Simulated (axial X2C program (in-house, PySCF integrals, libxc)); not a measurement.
Excited states of CuF by EOM-EE-CCSD

Calculated with an in-house all-electron X2C program for linear molecules (integrals from PySCF): two-component X2C with atomic mean-field Coulomb and Gaunt terms, Gaussian nuclei, basis Cu dyall-acv3z, F dyall-av3z with contracted cores.

R = 1.748 Å (near the PBE0 minimum at charge 0 of the determinant lowest at the starting distance; the state shown can have its own minimum elsewhere).

Hartree–Fock spinors of CuF (one of each Kramers pair; a window near the gap, which can cut inner shells):

```tsv
ω	occupied	ε (eV)	character
3/2	yes	-15.03	61% Cu d, 38% F p
3/2	yes	-14.20	98% Cu d
5/2	yes	-13.93	100% Cu d
1/2	yes	-12.73	58% F p, 38% Cu d, 2% Cu p
3/2	yes	-12.63	55% F p, 41% Cu d, 2% Cu p
1/2	yes	-11.82	55% Cu d, 34% F p, 8% Cu s
1/2	no	-0.45	68% Cu s, 27% Cu p, 3% F p
1/2	no	0.37	99% Cu p
3/2	no	0.37	99% Cu p
1/2	no	0.48	89% Cu p, 10% Cu s
1/2	no	0.92	81% Cu s, 15% Cu p, 2% F p
1/2	no	1.58	88% Cu p, 8% Cu d, 4% F p
```

Vertical excitation energies from the closed-shell determinant state of CuF:

```json
{"Ω": "0⁻", "excitation (eV)": "1.891", "cm⁻¹": "15251", "hole of the leading pair": "77% Cu dσ, 9% F pσ, 6% Cu dπ", "particle of the leading pair": "66% Cu sσ, 19% Cu pσ, 7% F pσ", "weight of the pair (for Ω = 0 its time-reversed partner can hold as much again)": "0.48", "singles weight": "0.95"}
{"Ω": "1", "excitation (eV)": "1.898", "cm⁻¹": "15307", "hole of the leading pair": "79% Cu dσ, 9% F pσ", "particle of the leading pair": "66% Cu sσ, 19% Cu pσ, 7% F pσ", "weight of the pair (for Ω = 0 its time-reversed partner can hold as much again)": "0.95", "singles weight": "0.95"}
{"Ω": "2", "excitation (eV)": "2.238", "cm⁻¹": "18048", "hole of the leading pair": "88% Cu dπ, 9% F pπ", "particle of the leading pair": "66% Cu sσ, 20% Cu pσ, 7% F pσ", "weight of the pair (for Ω = 0 its time-reversed partner can hold as much again)": "0.94", "singles weight": "0.94"}
{"Ω": "0⁺", "excitation (eV)": "2.264", "cm⁻¹": "18261", "hole of the leading pair": "81% Cu dπ, 8% F pπ, 7% Cu dσ", "particle of the leading pair": "66% Cu sσ, 20% Cu pσ, 7% F pσ", "weight of the pair (for Ω = 0 its time-reversed partner can hold as much again)": "0.47", "singles weight": "0.94"}
{"Ω": "1", "excitation (eV)": "2.275", "cm⁻¹": "18351", "hole of the leading pair": "87% Cu dπ, 9% F pπ", "particle of the leading pair": "66% Cu sσ, 20% Cu pσ, 7% F pσ", "weight of the pair (for Ω = 0 its time-reversed partner can hold as much again)": "0.56", "singles weight": "0.94"}
{"Ω": "0⁻", "excitation (eV)": "2.323", "cm⁻¹": "18733", "hole of the leading pair": "82% Cu dπ, 9% F pπ", "particle of the leading pair": "66% Cu sσ, 20% Cu pσ, 7% F pσ", "weight of the pair (for Ω = 0 its time-reversed partner can hold as much again)": "0.47", "singles weight": "0.94"}
{"Ω": "0⁺", "excitation (eV)": "2.620", "cm⁻¹": "21132", "hole of the leading pair": "75% Cu dσ, 9% F pσ, 7% Cu dπ", "particle of the leading pair": "66% Cu sσ, 22% Cu pσ, 6% F pσ", "weight of the pair (for Ω = 0 its time-reversed partner can hold as much again)": "0.47", "singles weight": "0.94"}
{"Ω": "1", "excitation (eV)": "2.663", "cm⁻¹": "21477", "hole of the leading pair": "86% Cu dπ, 10% F pπ", "particle of the leading pair": "67% Cu sσ, 19% Cu pσ, 7% F pσ", "weight of the pair (for Ω = 0 its time-reversed partner can hold as much again)": "0.56", "singles weight": "0.94"}
{"Ω": "3", "excitation (eV)": "2.781", "cm⁻¹": "22428", "hole of the leading pair": "100% Cu dδ", "particle of the leading pair": "66% Cu sσ, 19% Cu pσ, 8% F pσ", "weight of the pair (for Ω = 0 its time-reversed partner can hold as much again)": "0.94", "singles weight": "0.95"}
{"Ω": "2", "excitation (eV)": "2.859", "cm⁻¹": "23057", "hole of the leading pair": "100% Cu dδ", "particle of the leading pair": "66% Cu sσ, 19% Cu pσ, 8% F pσ", "weight of the pair (for Ω = 0 its time-reversed partner can hold as much again)": "0.71", "singles weight": "0.95"}
```

This point took 2.4 min on 1 thread of Intel(R) Xeon(R) Processor @ 2.30GHz, with other jobs on the host.

Reference electrons by ω block (each with its −ω partner): 1/2: 13, 3/2: 5, 5/2: 1. 18 electrons of CuF correlated (inner shells frozen), 88 natural virtual spinors (a truncated set); levels can be off by some tenths of an eV. Roots sought by Ω: (0: 5, 1: 4, 2: 3, 3: 1); the list ends where they run out and leaves out roots under 60 % singles weight. The solver can skip a root, and states that need a further excitation, which the method places far too high, are missing though they may lie low or lowest. T1 of the reference 0.039 (Lee–Taylor). Some roots did not converge and are left out. Number of frozen shells: Cu 3 s, 2 p; F 1 s. Large amplitudes in the reference (orbital relaxation or multireference character) lower the reliability.
